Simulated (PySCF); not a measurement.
Ca(F)2 anion (CaF₂), SMILES [F][Ca][F] (connectivity only; charge and spin as stated), charge -1, multiplicity 2.

Coordinates come from a PBE-D3(BJ)/def2-TZVPD optimisation. A frequency run showed that this geometry is not a minimum. The spin state was assumed, not searched. The isomer is the one that the SMILES or the coordinates give; other isomers of the formula were not compared.

Computed with PBE-D3(BJ)/def2-TZVPD (PySCF).

Frequencies are harmonic and unscaled.

Modes within 1.5 cm⁻¹ of each other (mostly degenerate sets) share a row, with their intensities summed.

Q: Give all harmonic wavenumbers and intensities. (An estimate is asked for; the answer gives what the named calculation found.)

A: 
```json
[
 {"mode": "1–2", "ν (cm⁻¹)": "131i", "IR (km/mol)": "190.8", "moving atoms (share of kinetic energy)": "F 51 %, Ca 49 %"},
 {"mode": "3", "ν (cm⁻¹)": "404", "IR (km/mol)": "0.0", "moving atoms (share of kinetic energy)": "F 100 %"},
 {"mode": "4", "ν (cm⁻¹)": "486", "IR (km/mol)": "132.7", "moving atoms (share of kinetic energy)": "F 51 %, Ca 49 %"}
]
```
